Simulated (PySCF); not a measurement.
Gas-phase XPS of trichlorosilane, computed

Compound: trichlorosilane, Cl3HSi.
Z-matrix (Å and degrees, GFN2-xTB geometry), rows numbered from 1:
```
Cl
Si  1  2.0104
Cl  2  2.0101  1  109.59
Cl  2  2.0101  1  109.62  3   120.31
H   2  1.4505  1  109.29  3  -119.83
```

Method: delta-SCF UKS SCAN, pcX-2 on the ionised atom, pcseg-1 elsewhere, spin-free X2C (PySCF 2.14.0). Vertical ΔSCF values, vacuum level as zero.

Question: List the computed XPS lines with their assignment.

Answer: 
```
    atom(s)   bonded to     level  binding energy (eV)  2p1/2 (eV)  count
Cl1/Cl3/Cl4          Si     Cl 1s              2829.40           –      3
        Si2  3 Cl and H     Si 1s              1849.68           –      1
Cl1/Cl3/Cl4          Si  Cl 2p3/2               206.82      208.48      3
        Si2  3 Cl and H  Si 2p3/2               109.58      110.21      1
```

Question: Which photon energy gives electrons from Cl 1s of Cl1/Cl3/Cl4 a kinetic energy of 200 eV, and what is their de Broglie wavelength?

Answer: hν = 2829.40 + 200 = 3029.40 eV, recoil neglected; λ = 12.264 Å/√(E/eV) = 0.87 Å.

Question: What is the longest wavelength that can ionise Cl 1s of Cl1/Cl3/Cl4 vertically?

Answer: λ = hc/E = 12398.42 eV Å / 2829.40 eV = 4.382 Å.

The first atom of each set that the bonding makes equivalent was ionised and stands for the set. Spin–orbit coupling isn't in the SCF: each 2p doublet comes from a relaxed spin-free hole plus a matrix of the shell (mean-field spin–orbit coupling and the ground-state 2p splitting), with 2p3/2 averaged over its two sublevels. 2p1/2 minus 2p3/2 (ligand field included): Cl 1.65 eV, Si 0.63 eV. Geometry: GFN2-xTB; no solvent, vibrations or thermal averaging.
